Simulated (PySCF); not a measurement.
## Polarisability and C₆ of Ti⁺ (titanium, charge +1)

[Ar] 3d2 4s1, high-spin 4F determinant. Calculation: PySCF 2.14, in ANO-RCC-VTZP; the spin-free X2C one-electron Hamiltonian (Gaussian nucleus). Coupled (time-dependent) response in atomic units; α is the mean over directions. The basis has no added diffuse functions, which lowers α and C₆.

| method | mean α (bohr³) | C₆ (like pair) | S(−4) |
| --- | --- | --- | --- |
| UHF | 61.70 | 420.1 | 3449 |
| PBE | 45.44 | 281.6 | 1733 |
| PBE0 | 49.06 | 310.2 | 2073 |
| B3LYP | 44.59 | 272.9 | 1688 |

S(−4) is the Cauchy moment in α(ω) = α(0) + S(−4) ω² + …

α(iu) at PBE0:

```tsv
u (hartree)	α(iu) (bohr³)
0	49.06
0.0500	44.42
0.100	34.92
0.200	19.90
0.300	12.55
0.500	6.846
0.750	4.364
1.00	3.194
1.50	1.994
2.00	1.368
3.00	0.7500
5.00	0.3208
```

For an ion, C₆ is the dispersion term alone; charge-induced terms of lower order in 1/R come first.
